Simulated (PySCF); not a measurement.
## Xe: excitation energy

Xe [Xe] (1S) → Xe [Kr] 4d10 5s2 5p5 6s1 (3P), as a difference of total energies. Computed with PySCF 2.14 in aug-cc-pVTZ-PP with one added diffuse shell each of d, f type with ECP28MDF (6s5p5d3f, 67 functions), with a scalar-relativistic core potential. Correlated levels: valence: 4s2 4p6 4d10 frozen. The calculations carry no spin-orbit coupling.

| method | excitation energy (eV) |
| --- | --- |
| UHF | 8.418 |
| MP2 (valence) | 8.825 |
| SCS-MP2 (valence) | 8.860 |
| CCSD (valence) | 8.722 |
| CCSD(T) (valence) | 8.723 |

Q: How much does correlation contribute at CCSD(T) (valence)?

A: 8.723 − (8.418) = 0.305 eV, measured against UHF.

The promoted electron is Rydberg-like, and one or two diffuse shells describe it only roughly, which tends to raise the upper state.
